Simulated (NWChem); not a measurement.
The numbers come from NWChem runs, not from measurements. System: H4P2, charge 0, spin multiplicity 1, displaced from the optimised geometry. Level: MP2/cc-pVDZ, 10 core orbitals frozen, spin-restricted.

Job file:

```
start mol
memory heap 200 mb stack 900 mb global 1100 mb
geometry units angstroms nocenter noautoz noautosym
  P      1.008557     0.521693     0.000000
  P     -1.008557    -0.521693     0.000000
  H      1.540850    -0.316327     1.031272
  H      1.540850    -0.316327    -1.031272
  H     -1.673924     0.525832     1.289090
  H     -1.540850     0.316327    -1.031272
end
basis spherical
  * library cc-pvdz
end
scf
  rhf
  nopen 0
  maxiter 100
  thresh 1e-7
  semidirect memsize 60000000 filesize 0
end
mp2
  freeze core 10
end
task mp2 energy
```

Output (cleaned and shortened):

```
             Northwest Computational Chemistry Package (NWChem) 7.3.0
             --------------------------------------------------------

                                NWChem Input Module
                                -------------------

 Scaling coordinates for geometry "geometry" by  1.889725989
 (inverse scale =  0.529177249)

                             Geometry "geometry" -> ""
                             -------------------------

 Output coordinates in angstroms (scale by  1.889725989 to convert to a.u.)

  No.       Tag          Charge          X              Y              Z
 ---- ---------------- ---------- -------------- -------------- --------------
    1 P                   15.0000     1.00855700     0.52169300     0.00000000
    2 P                   15.0000    -1.00855700    -0.52169300     0.00000000
    3 H                    1.0000     1.54085000    -0.31632700     1.03127200
    4 H                    1.0000     1.54085000    -0.31632700    -1.03127200
    5 H                    1.0000    -1.67392400     0.52583200     1.28909000
    6 H                    1.0000    -1.54085000     0.31632700    -1.03127200

 Effective nuclear repulsion energy (a.u.)      85.8834045444

            Nuclear Dipole moment (a.u.)
            ----------------------------
        X                 Y               Z
 ---------------- ---------------- ----------------
    -0.2514733962     0.3959070432     0.4872053749


 Summary of "ao basis" -> "" (spherical)
 ------------------------------------------------------------------------------
       Tag                 Description            Shells   Functions and Types
 ---------------- ------------------------------  ------  ---------------------
 *                          cc-pvdz                   on all atoms

 Summary of "ao basis" -> "ao basis" (spherical)
 ------------------------------------------------------------------------------
       Tag                 Description            Shells   Functions and Types
 ---------------- ------------------------------  ------  ---------------------
 P                          cc-pvdz                  8       18   4s3p1d
[...]
     1   1 0 0      0.126758      0.000000     -0.251473
     1   0 1 0     -0.090037      0.000000      0.395907
     1   0 0 1     -0.174654      0.000000      0.487205

     2   2 0 0    -22.067417      0.000000    144.414892
     2   1 1 0     -1.415355      0.000000     48.003224
     2   1 0 1      0.543922      0.000000     -2.031233
     2   0 2 0    -24.619777      0.000000     31.216799
     2   0 1 1      0.107854      0.000000      1.255678
     2   0 0 2    -21.077811      0.000000     17.327943

                   NWChem MP2 Semi-direct Energy/Gradient Module
                   ---------------------------------------------

  Basis functions       =     56
  Molecular orbitals    =     56
  Frozen core           =     10
  Frozen virtuals       =      0
  Active alpha occupied =      7
  Active beta occupied  =      7
  Active alpha virtual  =     39
  Active beta virtual   =     39
  Use MO symmetry       = F
  Use skeleton AO sym   = F

  AO/Fock/Back tols     =   1.0D-09  1.0D-09  1.0D-09

 GA uses MA = F    GA memory limited = T

 Available:
  local mem=  1.26D+08
 global mem=  1.44D+08
 local disk=  0.00D+00
  mp2_memr nvloc                    39
  nvloc new                    39
   1 passes of   7:        3145728                      13358                   1486840.
   1 passes of   7: M    126152701           G      144172928           F     123006973.

 Semi-direct pass number   1 of   1  for RHF alpha+beta  at        0.7s
  vrange nnbf                  1596
  mp2_eaftype                    10  avail_ma_in_mb                  1099
 EAF : mp2_eaftype filesize          10     743420.
  mp2_eaf for mointskh                     10
Node 0 wrote      3.5 Mb in      0.0 s     Agg I/O rate:  6373.8 Mb/s
 Done moints_semi at        2.0s
  mp2_eaftype                    10  avail_ma_in_mb                  1089
 EAF : mp2_eaftype filesize          10     743420.
  mp2_eaf for kh                    10
 Done maket at        2.0s
 Done multipass loop at        2.0s

          -------------------------------------------
          SCF energy                -683.759544137287
          Correlation energy          -0.254055769697
          Singlet pairs               -0.181028808992
          Triplet pairs               -0.073026960705
          Total MP2 energy          -684.013599906983
          -------------------------------------------

          ---------------------------------------------------
                    Spin Component Scaled (SCS) MP2
          Same spin pairs                     -0.048684640470
          Same spin scaling factor             0.333333333333
          Opposite spin pairs                 -0.205371129227
          Opposite spin scaling fact.          1.200000000000
          SCS-MP2 correlation energy          -0.262673568562
          Total SCS-MP2 energy              -684.022217705849
          ---------------------------------------------------

 -----------------------
 Performance information
 -----------------------

 Timer overhead =  1.19D-07 seconds/call

               Nr. of calls         CPU time (s)                 Wall time (s)                GFlops
             ---------------    -------------------     ------------------------------   -------------------
Name         Min   Avg   Max    Min     Avg     Max     Min     Avg     Max   Mx/calls   Min     Max     Sum
mp2: moin     1     1     1    1.3     1.3     1.3      1.3     1.3     1.3     1.3      0.0     0.0     0.0
mp2: make     1     1     1   1.20E-2 1.20E-2 1.20E-2  1.20E-2 1.20E-2 1.20E-2 1.20E-2   0.0     0.0     0.0
mp2: tota     1     1     1    1.3     1.3     1.3      1.3     1.3     1.3     1.3      0.0     0.0     0.0

 The average no. of pstat calls per process was 3.00D+00
 with a timing overhead of 3.56D-07s

 Task  times  cpu:        2.0s     wall:        2.0s

 Total times  cpu:        2.0s     wall:        2.0s
```
